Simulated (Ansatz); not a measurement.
The first iterations of a band of ClGaH2O2 + H2 (8 atoms, charge 0, multiplicity 1).

All numbers below come from RKS PBE0/def2-SVP in Ansatz.

```
movable images  : 7
climbing image  : yes
spring          : 5.0 eV/Å²
optimiser       : quadratic models (default)
start path      : straight line
force threshold : 0.05 eV/Å
iteration limit : 60
end points      : relaxed
```

Initial state:

```xyz
8
Properties=species:S:1:pos:R:3
Ga -0.030 -0.413 -0.015
Cl 0.048 -0.997 2.053
O 1.452 -0.275 -0.966
H 2.248 -0.470 -0.462
O -1.582 -0.183 -0.827
H -2.340 -0.331 -0.252
H 0.057 2.218 0.489
H 0.092 1.934 1.197
```

Final state:

```xyz
8
Properties=species:S:1:pos:R:3
Ga 0.748 0.606 -0.033
Cl 1.410 0.087 1.984
O 0.143 -0.852 -0.943
H 0.571 -1.686 -0.725
O -1.297 0.822 0.395
H -1.454 -0.032 -0.065
H 1.256 1.891 -0.733
H -1.433 0.645 1.337
```

| iteration | highest image above the first end (eV) | largest band force component (eV/Å) |
| --- | --- | --- |
| 1 | 5.150 | 5.387 |
| 2 | 3.931 | 4.703 |
| 3 | 3.099 | 6.289 |
| 4 | 2.697 | 2.582 |
| 5 | 1.997 | 5.787 |
| 6 | 1.707 | 1.689 |
| 7 | 1.157 | 1.252 |

**Question.** Does the band converge within its limit, and where does its top end?

**Answer.** It converged. It ended after 22 iterations with the highest image 0.804 eV above the first end. The profile has 2 maxima (images 3, 6) with wells between them (image 5): this band takes more than one step, which may be the mechanism or a detour left from its start path. The order of the point at the top wasn't checked. The orbitals stay closed-shell, which can raise the energy where a bond breaks towards radicals; this wasn't checked here.

Run time: 6.6 min on 2 threads of Arm Neoverse V1 (shared host), peak memory 0.24 GiB.
